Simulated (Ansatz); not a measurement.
Basis sets compared for [YbCl6]3- (YbCl₆³⁻). Charge -3, multiplicity 2. Geometry PBE-D4/def2-SVP. Ansatz on 4 threads of Arm Neoverse V1 on a shared host; times are rough, and most runs start from earlier orbitals.

```xyz
7

Yb    0.000    0.000    0.000
Cl    1.438   -0.912   -2.105
Cl   -1.438    0.911    2.106
Cl    0.792    2.543   -0.490
Cl   -0.793   -2.542    0.489
Cl    2.187   -0.322    1.563
Cl   -2.187    0.323   -1.564
```

In the def2 sets Yb takes a core potential; there is no spin–orbit coupling. With an open 4f shell the SCF may have ended on a state above the lowest. A multiply charged anion in the gas phase is held together partly by the finite basis. At PBE-D4/def2-SVP, PBE-D4/def2-TZVP, PBE0-D4/def2-SVP, PBE0-D4/def2-TZVP the highest occupied level of the charge -3 doublet lies above zero (up to 5.60 eV). It is a level of β spin, whose loss leaves a triplet; that state wasn't run at this geometry and level. The electron is either unbound and held by the finite basis, or the level is raised by self-interaction error. At PBE-D4/def2-SVP the gap within one spin of the charge -3 doublet nearly closes, so an electron or hole may be smeared out by delocalisation error. No other spin state of charge -3 was run.

```json
{"level": "PBE-D4/def2-SVP", "functions": "189", "energy (Eh)": "-3919.0068", "HOMO (eV)": "5.60", "LUMO (eV)": "5.69", "wall time": "31 s"}
{"level": "PBE0-D4/def2-SVP", "functions": "189", "energy (Eh)": "-3918.8900", "HOMO (eV)": "4.12", "LUMO (eV)": "7.77", "wall time": "46 s"}
```

Task: Estimate the rows for PBE-D4/def2-TZVP, PBE0-D4/def2-TZVP (with forces).

Result: 
```tsv
level	functions	energy (Eh)	HOMO (eV)	LUMO (eV)	wall time
PBE-D4/def2-TZVP	318	-3920.0885	4.79	4.97	52 s
PBE0-D4/def2-TZVP (with forces)	318	-3919.9467	3.38	7.23	2.9 min
```
